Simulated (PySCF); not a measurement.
# Working out the excitation energy of Ag

Ag [Kr] 4d10 5s1 (2S) → Ag [Kr] 4d9 5s2 (2D). Calculation: PySCF 2.14, in def2-TZVPPD with the def2 core potential (28 electrons); scalar relativity through the core potential. Frozen: 4s2 4p6. Energies in hartree (1 hartree = 27.21139 eV):

```json
{"part": "UHF", "Ag (lower)": "-146.116958", "Ag (upper)": "-145.980663"}
{"part": "CCSD correlation", "Ag (lower)": "-0.357283", "Ag (upper)": "-0.346988"}
{"part": "(T)", "Ag (lower)": "-0.012597", "Ag (upper)": "-0.012334"}
```

**Question.** What does Hartree-Fock give?

**Answer.** (-145.980663) − (-146.116958) = 0.136295 hartree = 3.709 eV.

**Question.** What do CCSD and CCSD(T) give?

**Answer.** The CCSD correlation energies differ by 0.010295 hartree = 0.280 eV and the triples by 0.000263 hartree = 0.007 eV, so CCSD gives 3.989 eV and CCSD(T) 3.996 eV.

Measured between the centres of the two terms (NIST): 3.971 eV, so CCSD(T) (valence) is off by 0.025 eV.

What remains against the reference includes basis incompleteness, the frozen core and higher excitations.
